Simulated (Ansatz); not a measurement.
CH8OSSi2 can be A, `C[Si](O)([SiH3])S`, or B, `CS[SiH2]O[SiH3]`.

Calculated with Ansatz (gas phase, PBE0-D4/def2-TZVP geometries, no zero-point term in ΔE). CCSD(T)/CBS is the MP2 limit (def2-TZVPP, def2-QZVPP) plus CCSD(T) − MP2 in def2-TZVPP, frozen cores. Functionals use def2-TZVPP. B3LYP here is the variant with VWN-RPA as its local correlation; programs differ in this. One conformer a species, not always the lowest.

A:

```xyz
13

C    -0.131   -1.302    1.329
Si   -0.269   -0.273   -0.219
O     0.071   -1.137   -1.584
Si    1.185    1.557   -0.272
S    -2.306    0.412   -0.214
H     0.863   -1.750    1.397
H    -0.869   -2.109    1.331
H    -0.295   -0.690    2.219
H    -0.567   -1.805   -1.846
H     2.606    1.134   -0.409
H     1.042    2.335    0.989
H     0.836    2.441   -1.417
H    -2.166    1.186   -1.304
```

B:

```xyz
13

C     1.286   -0.097    1.772
S     1.748    0.735    0.223
Si   -0.145    1.481   -0.363
O    -1.193    0.292   -0.771
Si   -1.169   -1.206   -1.441
H     2.212   -0.431    2.239
H     0.778    0.591    2.447
H     0.655   -0.964    1.578
H     0.125    2.359   -1.526
H    -0.773    2.223    0.757
H    -0.492   -2.164   -0.528
H    -0.457   -1.191   -2.744
H    -2.576   -1.628   -1.643
```

Problem. Which is lower in electronic energy at CCSD(T)/CBS, and by how much? (Best estimate.)

Solution. Computed: B, by 10.4 kcal/mol.

Problem. Give E(B) − E(A) in kcal/mol with PBE-D4, r2SCAN-D4, MP2/def2-TZVPP, ωB97M-V, CCSD(T)/def2-TZVPP, HF/def2-TZVPP, B3LYP-D4. (Best estimate.)

Solution. Computed: PBE-D4 -4.2, r2SCAN-D4 -7.9, MP2/def2-TZVPP -11.5, ωB97M-V -10.2, CCSD(T)/def2-TZVPP -10.1, HF/def2-TZVPP -17.6, B3LYP-D4 -10.5. None reverses the order clearly.

Largest T1 diagnostic: 0.012.

From PBE to PBE0 (25 % exact exchange), in def2-TZVPP and without D4, E(B) − E(A) moves by −1.8 kcal/mol. In def2-TZVPP, CCSD(T) changes the Hartree–Fock value by +7.4 kcal/mol (the triples alone add +0.8 kcal/mol) and MP2 by +6.1 kcal/mol.
